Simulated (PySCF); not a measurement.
**Dipole polarisabilities along group 6**

Calculated with PySCF 2.14 for the ground configurations, without spin-orbit coupling: coupled response for Hartree-Fock and DFT. Mean α in bohr³, C₆ of like pairs in atomic units.

```tsv
species	α UHF	α PBE	α PBE0	α recommended (Schwerdtfeger and Nagle)	C₆ UHF	C₆ PBE	C₆ PBE0
Cr [Ar] 3d5 4s1 (aug-cc-pVTZ, non-relativistic)	112.6	70.66	76.52	83 ± 12	1033	572.6	635.3
Mo [Kr] 4d5 5s1 (aug-cc-pVTZ-DK, spin-free X2C)	107.7	73.56	78.20	87 ± 6	1192	765.8	818.3
W [Xe] 4f14 5d4 6s2 (aug-cc-pVTZ-PP with ECP60MDF, ECP)	101.3	72.20	75.19	68 ± 15	1249	884.2	926.9
```

Hartree-Fock lacks correlation. All values carry a basis error, and heavy open shells lack spin-orbit coupling.
